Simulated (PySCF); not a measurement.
Isomers of C5H5N3. Method: PySCF 2.14.0, density-fitted response routines, TDDFT CAM-B3LYP/def2-SVPD, vertical, gas phase, core orbitals frozen in the response. Geometries: GFN2-xTB; one conformer of each isolated species. Triplets are in the Tamm–Dancoff approximation.

Task: Rank by computed S1–T1 gap, lowest first.
A. `CC1=CNN=C1C#N`
B. `c1nn(nc1)CC#C`
C. `C#Cc1nn[nH]c1C`
D. `n1c(C#C)n(cn1)C`

Result: D (1.22 eV), B (1.44 eV), C (1.57 eV), A (1.75 eV).

| SMILES | S1−T1 (eV) | S1 (eV) | T1 (eV) | S1 mainly | T1 mainly | f(S1) |
| --- | --- | --- | --- | --- | --- | --- |
| C#Cc1nncn1C | 1.22 | 5.22 | 4.00 | H-1→L (95%) | H→L (92%) | 0.001 |
| C#CCn1nccn1 | 1.44 | 6.46 | 5.02 | H-4→L (70%) | H→L (85%) | 0.000 |
| C#Cc1nn[nH]c1C | 1.57 | 5.72 | 4.15 | H-1→L+2 (57%) | H→L (86%) | 0.009 |
| Cc1c[nH]nc1C#N | 1.75 | 6.05 | 4.30 | H→L (93%) | H-1→L (86%) | 0.119 |

H and L stand for HOMO and LUMO. For `C#Cc1nncn1C`, `C#CCn1nccn1`, `C#Cc1nn[nH]c1C` and `Cc1c[nH]nc1C#N` the leading configurations of S1 and T1 differ. Singlets come from full response and triplets from the Tamm–Dancoff approximation.
